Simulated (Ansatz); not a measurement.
`FB(Cl)Cl` → `Cl[B+]Cl` + F⁻ at 298.15 K and 1 bar (heterolysis of the B–F bond).

Computed with Ansatz on PBE0-D4/def2-TZVP structures; ΔE is electronic, products minus reactants. CCSD(T)/CBS is extrapolated from def2-TZVPP and def2-QZVPP, frozen cores. Anions take the def2 sets with diffuse functions and neutrals don't, so finite-basis rows favour the anion.

```
   species  CCSD(T)/CBS energy (Eh)  H − E (kJ/mol)  S (J/(mol·K))
`FB(Cl)Cl`              -1044.28205            37.6          287.3
`Cl[B+]Cl`               -944.07507            27.4          243.3
        F⁻                -99.79181             6.2          145.6
```

H − E and S are ideal-gas, rigid-rotor, harmonic terms from PBE0-D4/def2-TZVP. 1 Eh = 2625.50 kJ/mol, R = 8.31446 J/(mol·K).

Problem. By hand: ΔE, ΔH, ΔS and ΔG.

Solution. ΔE = (-944.07507) + (-99.79181) − (-1044.28205) = 0.41517 Eh = 1090.0 kJ/mol. Δ(H − E) = 27.4 + 6.2 − 37.6 = -4.0, so ΔH = 1086.0 kJ/mol. ΔS = 243.3 + 145.6 − 287.3 = 101.6 J/(mol·K). ΔG = 1086.0 − 298.15 × (101.6)/1000 = 1055.7 kJ/mol.

Problem. By hand: the equilibrium constant, and the temperature at which ΔG would vanish if ΔH and ΔS stayed fixed.

Solution. log₁₀ K = −ΔG/(RT ln 10) = -185.0. ΔG = 0 at ΔH/ΔS = 10689 K, far beyond where these terms or the molecules hold.

The number of gas molecules changes by +1, which sets the sign of ΔS. A doubt of 5 kJ/mol in ΔE shifts log₁₀ K by 0.9 here. These are equilibria of isolated gas molecules and say nothing of rates. Largest T1 diagnostic: 0.023 (customary marks: 0.02 for closed shells, 0.045 for open ones).
